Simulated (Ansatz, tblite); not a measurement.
Cost and result up the ladder for Si2Ge3 (5 atoms). The state is a singlet with charge 0. Geometry: PBE-D4/def2-SVP.

```xyz
5

Si    1.007   -0.478    0.722
Si   -0.440    0.285   -1.221
Ge   -1.921   -0.476    0.476
Ge   -0.415    1.233    1.565
Ge    1.769   -0.564   -1.541
```

Ansatz on 4 threads of Intel Xeon on a shared host; xTB runs through tblite on one thread. Times are rough, summed over both states, and most runs start from the orbitals of an earlier one. B2PLYP/def2-TZVP serves as the yardstick here, not as an exact answer. Differences are given only for rows in sets of like size (and for xTB, whose basis is part of the method), since another set adds its own error. The other state is a triplet at its own geometry, which has other bonds, so the gap mixes isomer and spin.

The xTB rows come from tblite. LC-ωPBE has ω = 0.4 bohr⁻¹. Correlated methods freeze 37 core orbitals; core or outer-core shells of Ge are correlated, in sets that lack core-valence functions. The rows differ in basis, and correlated rows in double-zeta sets carry the largest basis error. In CCSD on the charge 0 triplet the largest single amplitude is 0.22, so its Hartree–Fock determinant may place the open shell otherwise than the density functionals do. At PBE0-D4/def2-TZVP a singlet of charge 0 lies 0.32 eV below the triplet, each at its own geometry. The structure comes from a short search, and lower isomers may exist.

Run but left out: HF/def2-SVP, HF/def2-TZVP (singlet: restricted singlet, unstable towards broken spin symmetry); MP2/def2-SVP, MP2/def2-TZVP (triplet: ⟨S²⟩ 2.16 to 2.20, where a pure state has 2.00).

Correlated methods converge slowly with the basis, most of all in double-zeta sets.

xTB has no spin-polarisation term.

| level | functions | wall time |
| --- | --- | --- |
| GFN1-xTB | 45 | 0.015 s |
| GFN2-xTB | 45 | 0.033 s |
| PBE-D4/def2-TZVP | 218 | 5.8 s |
| r2SCAN-D4/def2-TZVP | 218 | 15 s |
| PBE0-D4/def2-TZVP (with forces) | 218 | 17 s |
| LC-ωPBE/def2-TZVP | 218 | 19 s |
| B2PLYP/def2-TZVP | 218 | 25 s |
| CCSD(T)/def2-SVP | 132 | 52 s |

Task: Estimate what each level gives for the triplet − singlet (eV).

Result: 
| level | triplet − singlet (eV) | difference from B2PLYP/def2-TZVP (eV) | remarks |
| --- | --- | --- | --- |
| GFN1-xTB | 0.91 | 0.43 | – |
| GFN2-xTB | 0.79 | 0.31 | – |
| PBE-D4/def2-TZVP | 0.37 | -0.12 | – |
| r2SCAN-D4/def2-TZVP | 0.27 | -0.21 | – |
| PBE0-D4/def2-TZVP (with forces) | 0.32 | -0.16 | – |
| LC-ωPBE/def2-TZVP | 0.22 | -0.26 | – |
| B2PLYP/def2-TZVP | 0.48 | 0.00 | – |
| CCSD(T)/def2-SVP | 0.49 | – | large T1 (0.022) (singlet), restricted SCF unstable (singlet), spin-contaminated (⟨S²⟩ 2.16) (triplet) |
